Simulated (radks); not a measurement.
Values are calculated unless marked as measured or tabulated.
Task: The thulium ion Tm10+, configuration [Kr] 4d10 4f11 5s2. Level of theory: scalar-relativistic Kohn-Sham, PBE, spin-polarised, spherical densities, finite nucleus; open shells are filled with parallel spins first (spin-orbit coupling, left out, can overturn this in heavy ions); Fermi nuclear charge, rms radius 5.2256 fm (a radial shooting solver on a logarithmic mesh with Libxc functionals). Some entries of the table are withheld. Estimate them.

| orbital | occ. | eigenvalue (eV) | <r> (bohr) | r(max) (bohr) |
|---|---|---|---|---|
| 1s down | 1 | -59454.52 | 0.02001 | 0.01261 |
| 1s up | 1 | -59454.52 | 0.02001 | 0.01261 |
| 2s up | 1 | -10177.81 | 0.08488 | 0.07189 |
| 2s down | 1 | -10177.78 | 0.08488 | 0.07189 |
| 2p up | 3 | -9008.496 | 0.07541 | 0.05854 |
| 2p down | 3 | -9008.473 | 0.07541 | 0.05854 |
| 3s up | 1 | -2423.277 | 0.2210 | 0.2032 |
| 3s down | 1 | -2421.741 | 0.2209 | 0.2032 |
| 3p up | 3 | -2069.022 | 0.2203 | 0.2002 |
| 3p down | 3 | -2067.487 | 0.2202 | 0.2001 |
| 3d up | 5 | -1631.254 | 0.1999 | 0.1633 |
| 3d down | 5 | -1630.087 | 0.1997 | 0.1632 |
| 4s up | 1 | -617.4661 | 0.4968 | 0.4640 |
| 4s down | 1 | -614.3544 | 0.4969 | 0.4640 |
| 4p up | 3 | -500.7032 | (1) | 0.4851 |
| 4p down | 3 | -497.6545 | (2) | 0.4851 |
| 4d up | 5 | -345.2986 | 0.5651 | 0.4999 |
| 4d down | 5 | -342.3023 | 0.5656 | 0.4999 |
| 5s up | 1 | -208.2344 | (3) | 1.031 |
| 5s down | 1 | -206.4876 | (4) | 1.034 |
| 4f up | 7 | -172.7358 | 0.6594 | 0.4849 |
| 4f down | 4 | -169.8261 | 0.6635 | 0.4858 |

Result: 
(1) 4p up <r> (bohr): 0.5263
(2) 4p down <r> (bohr): 0.5265
(3) 5s up <r> (bohr): 1.099
(4) 5s down <r> (bohr): 1.103
